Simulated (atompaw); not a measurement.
# Plane-wave convergence, PAW (atompaw) potential for promethium

- Element: promethium
- Generator: atompaw 4.2.0.5
- Type: PAW
- Functional: PBEsol
- Relativity: scalar-relativistic
- Frozen core: [Kr] 4d10
- Valence charge: 15
- Reference configuration: 4f5 5s2 5p6 5d0 6s1.5 6p0 (charge +0.5)
- Partial waves: 5s (bound); 6s (bound); 5p (bound); 6p (bound, empty); 5d (bound, empty); 5d channel at 2.85 Ry; 4f (bound); 4f channel at 0.95 Ry
- Local potential: bessel scheme, radius 2.35 bohr
- Core correction: smooth core density matched at 2.10 bohr
- Augmentation charge: sinc compensation charge, radius 2.95 bohr; PAW radius 3.00 bohr; waves and projectors: bloechl

The pseudo-atom Hamiltonian at the reference potential is diagonalised in spherical Bessel functions j_l(qr) that vanish at 20 bohr, with q² up to the cutoff. All-electron valence levels (Ry): 5s -3.2928, 6s -0.4317, 5p -1.8800, 6p -0.2320, 5d -0.3257, 4f -0.3716.

Problem. How do the lowest levels (Ry) of each channel move with the cutoff, and are there ghosts?

Solution.

```
cutoff (Ry)     s #1     s #2     p #1     p #2     d #1     d #2     f #1    f #2  Σ f·Δε (mRy)
          8  -3.2790  -0.4304  -1.8372  -0.2228  -0.3137  -0.0419  -0.2322  0.0143         984.0
         10  -3.2890  -0.4315  -1.8646  -0.2281  -0.3220  -0.0432  -0.3010  0.0137         453.5
         15  -3.2925  -0.4317  -1.8794  -0.2318  -0.3256  -0.0438  -0.3586  0.0132          69.8
         18  -3.2927  -0.4317  -1.8799  -0.2319  -0.3257  -0.0438  -0.3649  0.0130          34.5
         25  -3.2928  -0.4317  -1.8800  -0.2319  -0.3257  -0.0438  -0.3706  0.0128           5.0
         30  -3.2928  -0.4317  -1.8800  -0.2319  -0.3257  -0.0438  -0.3713  0.0127           1.2
         40  -3.2928  -0.4317  -1.8800  -0.2319  -0.3257  -0.0438  -0.3716  0.0127           0.1
         45  -3.2928  -0.4317  -1.8800  -0.2319  -0.3257  -0.0438  -0.3716  0.0127           0.0
        400  -3.2928  -0.4317  -1.8800  -0.2319  -0.3257  -0.0438  -0.3716  0.0127           0.0
```

Result: no extra level below or beside the all-electron valence levels (s, p, d, f tested); 10 mRy is reached at 25 Ry and 1 mRy at 35 Ry.
